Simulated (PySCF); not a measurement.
BH₄O₃, SMILES OB(O)[OH2+], charge +1.

The structure is a stationary point at PBE0-D3(BJ)/def2-SVP. The isomer is the one that the SMILES or the coordinates give; other isomers of the formula were not compared. Other conformers were not sampled.

Two levels are set side by side: PBE/def2-TZVPD (PySCF) and ωB97X/def2-TZVPD (PySCF). Same geometry, gas phase. Differences are taken from unrounded values.

```
quantity                      ωB97X
---------------------------  ------
orbital gap (eV)              14.05
highest occupied level (eV)  -17.90
lowest empty level (eV)       -3.85
mean polarisability (bohr³)    24.9
```

Problem. What does PBE give, and how far is it from ωB97X? (Estimate from the structure and the level; the computed values follow.)

Solution. 
```csv
quantity,PBE,PBE minus ωB97X
orbital gap (eV),6.86,-7.19
highest occupied level (eV),-13.69,4.21
lowest empty level (eV),-6.83,-2.98
mean polarisability (bohr³),26.4,1.5
```

Without exact exchange PBE keeps part of each electron's self-repulsion, which lifts occupied levels and narrows the gap. PBE's more diffuse valence density responds more strongly to a field. Differences between two approximate levels are no errors against the true value.

Rough cost on one machine, each run with all the roots and properties that it gave: ωB97X against PBE within a factor of 2.
